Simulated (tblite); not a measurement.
Run record: tight-binding relaxation, `FC1=CN=C[C@H](F)[N]1` [radical].

Computed with GFN2-xTB geometry optimisation, gas phase (tblite 0.8.0). Start geometry: from a force field or distance geometry. The input is one job of a driver script: a line of settings, then coordinates in Å.

Command:
```bash
OMP_NUM_THREADS=1 python probes_run.py task.json out
```

Input:
```
{"job": {"kind": "relax", "xc": "GFN2-xTB", "basis": "xTB"}, "charge": 0, "multiplicity": 2}
F      2.431500    -1.265400    -0.529500
C      1.273900    -0.553300    -0.260400
C      1.402100     0.643200     0.279000
N      0.189200     1.350600     0.539900
C     -0.943300     0.806700     0.295400
C     -1.184300    -0.518800    -0.297100
F     -1.903200    -1.223800     0.673700
N      0.066800    -1.190200    -0.553500
H      2.364800     1.041500     0.473800
H     -1.836400     1.408100     0.531400
H     -1.855700    -0.495900    -1.178800
```

Output:
```
step      E/eV     max force
  0    -688.39569    5.802
  1    -688.91663    1.338
  2    -688.99635    0.845
  3    -689.09805    0.830
  4    -689.14890    0.644
  5    -689.18204    0.456
  6    -689.20234    0.322
  7    -689.21876    0.322
  8    -689.23150    0.342
  9    -689.24072    0.250
... (23 lines left out)
 33    -689.33062    0.072
 34    -689.33109    0.057
 35    -689.33136    0.038
 36    -689.33153    0.040
 37    -689.33167    0.038
 38    -689.33176    0.026
 39    -689.33182    0.016
 40    -689.33184    0.014
 41    -689.33186    0.012
 42    -689.33188    0.010
```

«max force» is the largest atomic force in eV/Å.

Problem. From which step on does the largest force stay under 0.1 eV/Å, and how much energy is left to gain from there?

Solution. From step 31 (0.090 eV/Å), 3.0 meV above the end.

Summary of the converged run: energy lowered by 21.6 kcal/mol over 42 steps; largest atomic force 0.010 eV/Å at the end.

Problem. Give the final coordinates.

Solution. 0.298 Å rms from the input after alignment:
```
atom  x, y, z in Å
F1     2.3018   -1.1585   -0.8397
C2     1.1997   -0.5652   -0.4013
C3     1.3122    0.5985    0.4089
N4     0.2211    1.3195    0.5460
C5    -0.9387    0.9076    0.1921
C6    -1.1311   -0.5409   -0.1867
F7    -1.5833   -1.3149    0.8815
N8     0.0681   -1.0975   -0.6767
H9     2.2155    0.8740    0.9233
H10   -1.7423    1.6151    0.0772
H11   -1.9178   -0.6349   -0.9506
```

The run took 0.2 s on one thread of an Arm Neoverse V1, no GPU, shared host with 32 logical CPUs at a one-minute load of 14.
Labels such as C1 count atoms from 1, the log's own numbers from 0.
